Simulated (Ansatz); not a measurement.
Stepwise reaction of `Cl[Si](Cl)(Br)Br` with water, as a gas-phase model of exchange steps in deposition or etching. ΔE in kJ/mol; ΔG adds harmonic PBE0-D4 terms to CCSD(T)/CBS, at 1 bar.

Isolated molecules relaxed with PBE0-D4/def2-TZVP in Ansatz; ΔE leaves out vibrations. CBS: MP2 limit from def2 TZ/QZ plus the TZ coupled-cluster correction, frozen cores. This one scheme is used for every species. DFT in def2-TZVPP. B3LYP here is the variant with VWN-RPA as its local correlation; programs differ in this. For Br outer-core shells are correlated without core-valence functions, which leaves a few kJ/mol of doubt a bond. Scalar relativity is left out up to krypton. One conformer a species, not always the lowest.

```tsv
step	reaction	PBE-D4	B3LYP-D4	ωB97M-V	CCSD(T)/CBS	ΔG(500 K)
2	`O[Si](Cl)(Br)Br` + H₂O → `O[Si](O)(Br)Br` + HCl	-9.2	-17.3	-16.8	-14.1	-18.1
```

(1) Give the row of step 1, `Cl[Si](Cl)(Br)Br` + H₂O → `O[Si](Cl)(Br)Br` + HCl. (An estimate is asked.)

(2) By hand: ΔE of the 2 steps together at CCSD(T)/CBS.

## Answers

(1) The calculation gave: 
```tsv
step	reaction	PBE-D4	B3LYP-D4	ωB97M-V	CCSD(T)/CBS	ΔG(500 K)
1	`Cl[Si](Cl)(Br)Br` + H₂O → `O[Si](Cl)(Br)Br` + HCl	-7.8	-16.1	-15.8	-12.9	-21.4
```

(2) (-12.9) + (-14.1) = -27.0 kJ/mol, or -13.5 kJ/mol a step.

In ΔE the steps differ by no more than 1.2 kJ/mol. All are downhill at CCSD(T)/CBS. ΔG lies between -21.4 and -18.1 kJ/mol a step. PBE-D4 differs from CCSD(T)/CBS by 4.9 to 5.1 kJ/mol a step. Isolated molecules leave out the surface, adducts and barriers. Largest T1 diagnostic: 0.009.
